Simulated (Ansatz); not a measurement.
Input and output for AgClF3P (`F[P+](F)(F)[Ag-][Cl]`).

```yaml
crystal:
  periodic: [false, false, false]
  atoms:
    - {symbol: F, position_ang: [0.705229, -0.812946, 1.717547]}
    - {symbol: P, position_ang: [0.442648, -0.598169, 0.209269]}
    - {symbol: F, position_ang: [-0.025461, -2.018959, -0.180899]}
    - {symbol: F, position_ang: [1.894549, -0.645344, -0.319638]}
    - {symbol: Ag, position_ang: [-0.860302, 1.161684, -0.406706]}
    - {symbol: Cl, position_ang: [-2.156664, 2.913745, -1.019582]}
basis:
  gaussian: {orbitals: "6-311G**"}
hamiltonian: {xc: {name: PBE0}, dispersion: d3bj}
output: {forces: true}
```

```sh
$ ansatz run in.yaml --threads 4 --pin off --events-out ev --progress --plain --max-ram 10444MiB
```

It prints (some lines left out):

```
Error: <dir> can't be read: No such file or directory (os error 2)
```
